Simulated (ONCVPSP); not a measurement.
## Configuration tests for P (ONCV)

| Item | Value |
| --- | --- |
| Element | phosphorus (P) |
| Generator | ONCVPSP 4.0.1 |
| Type | optimised norm-conserving Vanderbilt (ONCV) |
| Functional | PBEsol |
| Relativity | scalar-relativistic |
| Frozen core | [He] |
| Valence charge | 13 |
| Reference configuration | 2s2 2p6 3s2 3p3 |
| Partial waves | 2s+3s: rc 0.80 bohr, ncon 4, nbas 7, qcut 16.3 1/bohr, 2 projectors; 2p+3p: rc 0.85 bohr, ncon 3, nbas 7, qcut 16.6 1/bohr, 2 projectors; d scattering state at 0.29 Ha: rc 0.70 bohr, ncon 4, nbas 8, qcut 14.8 1/bohr, 3 projectors, debl 3.8 Ha |
| Local potential | polynomial inside 0.60 bohr (lpopt 5, dvloc0 0 Ha) |
| Core correction | Teter function, fcfact 5.25, rcfact 1.75 |

Energies are relative to the spin-unpolarised reference configuration 2s2 2p6 3s2 3p3; without spin polarisation the order of configurations can differ from experiment.

Question: Give the all-electron excitation energy and the error of the potential for: 2s2 2p6 3s2 3p2; 2s2 2p6 3s2 3p1; 2s2 2p6 3s2 3p0; 2s2 2p6 3s1 3p0.

Answer:

```
valence configuration  charge  ΔE all-electron (eV)  error AE − PS (meV)
      2s2 2p6 3s2 3p2      +1                 9.698                 +0.4
      2s2 2p6 3s2 3p1      +2                28.810                 +2.5
      2s2 2p6 3s2 3p0      +3                58.516                 +9.2
      2s2 2p6 3s1 3p0      +4               110.429                 +8.1
```

Levels in the configuration 2s2 2p6 3s1 3p0:

```
level  all-electron (eV)  pseudo (eV)
   2s           -229.652     -229.700
   2p           -180.601     -180.461
   3s            -58.299      -58.302
```
